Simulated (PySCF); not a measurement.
H₆Se, SMILES [SeH6].

Coordinates come from a B3LYP-D3(BJ)/def2-TZVP optimisation.

The numbers are results of M06-2X/def2-TZVPD (PySCF), not measurements.

Symmetry labels are those of the subgroup D2h that the program uses (full group Oh).

Computed valence orbital energies around the gap with their symmetry:
```tsv
orbital	symmetry	energy (eV)
HOMO−7	B2g	-66.09
HOMO−6	B3g	-66.09
HOMO−5	Ag	-23.85
HOMO−4	B1u	-14.54
HOMO−3	B2u	-14.54
HOMO−2	B3u	-14.54
HOMO−1	Ag	-7.91
HOMO	Ag	-7.91
LUMO	Ag	-0.95
LUMO+1	B1u	0.55
LUMO+2	B2u	0.55
LUMO+3	B3u	0.55
```
